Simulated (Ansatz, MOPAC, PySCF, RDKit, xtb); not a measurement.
Noncovalent pair: stibine (SMILES [SbH3]) (first 4 atoms) with C2H4 (SMILES C=C); geometry from B3LYP-D3(BJ)/def2-TZVP, rigid monomers moved along the line of their centres of mass till Sb1···C6 is 5.06 Å.
(charge 0, multiplicity 1):
```xyz
10

Sb     0.61260    -0.14057     0.64658
H      1.19549     0.48732    -0.84522
H      1.97673     0.46651     1.48445
H     -0.28028     1.28753     0.95197
C     -0.44873     0.54752     5.66932
C     -0.60225    -0.76103     5.52427
H      0.51623     0.98680     5.89064
H     -1.28076     1.23330     5.56590
H     -1.56625    -1.20080     5.29940
H      0.23030    -1.44670     5.62544
```

```
level                                interaction energy (kcal/mol)   cost
-----------------------------------  -----------------------------  -----
UFF                                                          -0.39      -
AM1                                                          -0.08      -
PM3                                                           0.03      -
PM7                                                          -0.37      -
GFN1-xTB                                                     -0.68      -
HF/def2-SVPD                                                 -0.21      -
PBE/def2-TZVPPD                                              -0.31     ×1
PBE-D3(BJ)/def2-TZVPPD                                       -0.67     ×1
PBE-D4/def2-TZVPPD                                           -0.69     ×1
r2SCAN/def2-TZVPPD                                           -0.33     ×1
r2SCAN-D3(BJ)/def2-TZVPPD                                    -0.59     ×1
B3LYP-D3(BJ)/def2-TZVPPD                                     -0.57     ×1
B3LYP-D4/def2-TZVPPD                                         -0.57     ×1
wB97X-V/def2-TZVPPD                                          -0.56     ×3
MP2/def2-SVPD                                                -0.54      -
MP2/def2-TZVPPD                                              -0.57      -
SCS-MP2/def2-SVPD                                            -0.45      -
CCSD/def2-TZVPPD                                             -0.45      -
CCSD(T)/def2-SVPD                                            -0.49     ×4
CCSD(T)/CBS(def2-SVPD, def2-TZVPPD)                          -0.52  ×200*
```

The rows run from -0.69 (PBE-D4/def2-TZVPPD) to 0.03 kcal/mol (PM3). In def2-SVPD the value moves HF -0.21, MP2 -0.54, CCSD(T) -0.49, a shift of -0.28 from HF to CCSD(T). From def2-SVPD to def2-TZVPPD MP2 changes by -0.03. The dispersion term adds -0.36 in PBE-D3(BJ), -0.38 in PBE-D4, -0.26 in r2SCAN-D3(BJ). The 3 functionals in def2-TZVPPD without D3 or D4 span 0.25, from wB97X-V to PBE.

Counterpoise-corrected where a basis set is named; no monomer relaxation. RDKit's UFF carries no charges.

Cores are frozen in the correlated methods. Filled d and f shells under p-block atoms count as core. CBS(a, b) extrapolates the correlation energy as X⁻³ and adds the Hartree–Fock energy of set b. The state reached by AM1, PM3, PM7 isn't checked; PM7 holds dispersion and hydrogen-bond terms.

Programs: Ansatz (Gaussian basis) for Hartree–Fock, density functionals and correlated methods; MOPAC for AM1, PM3, PM7 (differences of heats of formation); PySCF for the dispersion terms; RDKit for the force fields; xtb for the GFN methods. Each number belongs to the level named beside it. In def2 rows elements past Kr take small-core potentials, without spin–orbit coupling.

Costs are rough ratios of core time to PBE/def2-TZVPPD (about 9 s over the structures, on one shared machine); a dash marks a level with no comparable run of its own. A star marks coupled-cluster runs past 200 virtual orbitals, where the program's memory plan changes under this machine's limit, so their costs aren't comparable with smaller runs.

Ansatz is a quantum-chemistry and plane-wave program.
